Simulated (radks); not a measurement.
Neutral neon inside a hard spherical wall (all orbitals vanish at R), configuration held at [Ne] and not refilled when levels cross. Calculated with a radial shooting solver on a logarithmic mesh with Libxc functionals: scalar-relativistic Kohn-Sham, PBEsol, spin-polarised, spherical densities, finite nucleus; Fermi nuclear charge, rms radius 3.0055 fm. Eigenvalues in eV for spin up, with the zero of energy where the potential of the charges vanishes at infinity; a dash marks a level that is unbound or too diffuse for the functional's potential to be trusted. A positive occupied level is held by the wall or, in an anion where self-interaction has pushed it up, behind a barrier. The pressure on the wall is -dE/dV.

R (bohr)  E (hartree)  kinetic (hartree)    e(1s)    e(2s)    e(2p)  e(3s, empty)  e(3p, empty)  pressure (GPa)
free       -128.67179            128.594  -828.31  -36.200  -13.271             -             -               0
12         -128.67179            128.594  -828.31  -36.200  -13.271             -             -        < 0.0001
10         -128.67179            128.594  -828.31  -36.200  -13.271         0.384         2.026        < 0.0001
8          -128.67178            128.594  -828.31  -36.200  -13.270         0.938         3.164        0.000346
5          -128.66986            128.611  -828.15  -36.078  -13.144         5.071         9.500           0.364
3.5        -128.62969            128.862  -826.34  -34.850  -11.804        16.730        23.789            17.1
3          -128.54679            129.298  -823.80  -33.200   -9.941        27.627        35.654            72.5
2          -127.30612            134.274  -802.69  -19.304    5.756        98.718        103.90            2070
1.5        -123.32967            146.361  -764.34   10.922   37.443        229.75        217.86           16100
